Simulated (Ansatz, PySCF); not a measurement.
Process, species as SMILES: FC(Cl)(Cl)Cl + 3 C (CH4) → 3 CCl (CH3Cl) [chloromethane] + CF (CH3F)
Geometries: B3LYP-D3(BJ)/def2-TZVP minima from Ansatz (an electronic-structure program). Frequencies are from Ansatz or PySCF.

Quantity: bond separation energy (enthalpy at 298 K, with B3LYP-D3(BJ) rigid-rotor harmonic-oscillator terms), in kJ/mol. Valence correlation only, unless marked. Spin-orbit coupling is left out. Non-relativistic. CBS marks a two-point X^-3 extrapolation of the correlation energy; Hartree-Fock from the larger set.

CCSD(T)/CBS(cc-pV(T+d)Z,cc-pV(Q+d)Z) (Ansatz) gives 23.9 kJ/mol.

### Question
Another calculation gave 23.0 kJ/mol. Which level was it?
A. B3LYP/def2-TZVPD (Ansatz)
B. BHLYP/def2-TZVPD (Ansatz)
C. r2SCAN/def2-TZVPD (Ansatz)
D. PBE-QIDH/def2-TZVPD (Ansatz)

### Answer
D, PBE-QIDH/def2-TZVPD (Ansatz). The others give -1.3 (BHLYP), 41.1 (r2SCAN), 11.3 (B3LYP) kJ/mol.
